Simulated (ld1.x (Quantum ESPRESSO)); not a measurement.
What one change does to a pseudopotential (niobium (Nb), TM)

ld1.x (Quantum ESPRESSO) 7.5 input, shortened:

```
&input
   title='Nb', zed=41., rel=2, dft='PZ', iswitch=3,
   config='[Kr] 4d3 5s2 5p0', rel_dist='average'
 /
 &inputp
   pseudotype=2, tm=.true., lloc=-1, rcloc=1.80,
   nlcc=.false.
 /
3
4S  1  0   2.00   0.00  1.90  1.90  0.0
4P  2  1   6.00   0.00  1.15  1.15  0.0
4D  3  2   3.00   0.00  2.40  2.40  0.0
 &test
   configts(1)='4s2 4p6 4d3 5s2 5p0'
 /
```

Open shells are filled in proportion to 2j + 1 (rel_dist='average').

Occupied shells without a wave of their own: 5s. They enter only through the test configuration that unscreens the potential.

Change: core correction a·sin(br)/r model core inside 0.74 bohr (5s counted twice).

Cutoffs: the cutoffs (Ry, on a coarse ladder) from which the occupation-weighted sum of valence levels, in a spherical-Bessel basis at the reference potential, stays within 10 and 1 mRy of its value at 400 Ry; they do not see the model core or the augmentation charge, which bear on the density cutoff. Errors are all-electron minus pseudo energies relative to the spin-unpolarised reference configuration.

**Question.** What does the change do?

**Answer.** Both files keep a bound ghost (p); of the 7 tests that both files solve, the error grows in 5 and shrinks in 0 by more than 15 % and 0.3 meV (median size 186.0 → 247.9 meV). In the changed file ld1.x takes every shell without a wave as core, so the model core holds the 5s electrons as well and exchange and correlation see them twice. This cancels in the reference configuration, but the file is broken for other ones, and its errors say nothing about a proper core correction. A model core, the more so a compact one, raises the density cutoff, which this test does not measure.

```tsv
quantity	base	changed
bound ghosts	p1/2	p1/2
largest miss of a reference level, eV	0.12	0.12
error for 4s2 4p6 4d4 5s1 5p0, meV [ΔE 0.56 eV]	-95	-108
error for 4s2 4p6 4d4 5s0 5p0, meV [ΔE 7.48 eV]	-258	-500
error for 4s2 4p6 4d3 5s0 5p0, meV [ΔE 21.75 eV]	-420	-972
error for 4s2 4p6 4d4 5s0.5 5p0, meV [ΔE 3.33 eV]	-166	-248
error for 4s2 4p6 4d4.5 5s0.5 5p0, meV [ΔE 1.14 eV]	-129	-157
error for 4s2 4p6 4d4 5s0 5p1, meV [ΔE 3.61 eV]	-253	-314
error for 4s2 4p6 4d3 5s1 5p1, meV [ΔE 3.38 eV]	-186	-211
s: phases at 2.60 bohr within 0.05 rad from the reference energy up to (Ry; the scan ends near 5)	-0.4	-0.4
p1/2: phases at 2.60 bohr within 0.05 rad from the reference energy up to (Ry; the scan ends near 5)	0.2	0.2
p3/2: phases at 2.60 bohr within 0.05 rad from the reference energy up to (Ry; the scan ends near 5)	0.5	0.5
d3/2: phases at 2.60 bohr within 0.05 rad from the reference energy up to (Ry; the scan ends near 5)	2.3	2.3
d5/2: phases at 2.60 bohr within 0.05 rad from the reference energy up to (Ry; the scan ends near 5)	2.4	2.4
```

Base: The 5s level has no wave, so the channel is fitted at the deeper level alone: the likely source of the large errors. A true bound ghost makes a file unfit for plane-wave use even where its test errors are small: the radial tests pick states by their node count and pass the ghost by.
